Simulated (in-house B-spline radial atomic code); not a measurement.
Inner levels of lutetium as electrons are removed. A shift is the extra binding of the orbital against the neutral atom ([Xe] 4f14 5d1 6s2). Computed with a radial B-spline atomic code at the basis-set limit: non-relativistic Hartree-Fock, average of the configuration, point nuclei.

This level leaves out relativity, spin-orbit splitting included, which matters for heavy ions.

| ion | configuration | shift of 1s (eV) | radius of 1s (bohr) | Σ<r²> (bohr²) | change of density at nucleus (bohr⁻³) |
| --- | --- | --- | --- | --- | --- |
| Lu65+ | [He] 2s2 2p2 | 6774.07 | 0.021274 | 0.031816 | -4067.52 |
| Lu66+ | [He] 2s2 2p1 | 7206.82 | 0.02126 | 0.025131 | -3657.17 |
| Lu67+ | [He] 2s2 | ? | ? | ? | ? |
| Lu68+ | [He] 2s1 | 8018.71 | 0.021245 | 0.0098348 | -16518.2 |
| Lu69+ | 1s2 | ? | ? | ? | ? |
| Lu70+ | 1s1 | 9599.32 | 0.021127 | 0.00059512 | -141825 |

Question: Fill in the row of Lu67+.

Answer: shift of 1s (eV): 7643.65; radius of 1s (bohr): 0.021247; Σ<r²> (bohr²): 0.018606; change of density at nucleus (bohr⁻³): -3241.69.

Question: Fill in the row of Lu69+.

Answer: shift of 1s (eV): 8396.35; radius of 1s (bohr): 0.021239; Σ<r²> (bohr²): 0.0012037; change of density at nucleus (bohr⁻³): -30033.2.
